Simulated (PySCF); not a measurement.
Br2Zr, SMILES [Br][Zr][Br], multiplicity 1. Geometry optimised at PBE-D3(BJ)/def2-SVP. The spin state was assumed, not searched. The def2 effective core potentials stand for the cores of Zr; spin–orbit coupling is left out.

Computed equilibrium geometry at PBE-D3(BJ)/def2-SVP (PySCF confirms it by a frequency run) as Cartesian coordinates in Å, and its point group:
point group C2v.
```xyz
3

Zr     0.0000     0.0000    -0.6649
Br     0.0000     2.2222     0.3799
Br     0.0000    -2.2222     0.3799
```
Charge 0, spin multiplicity 1.
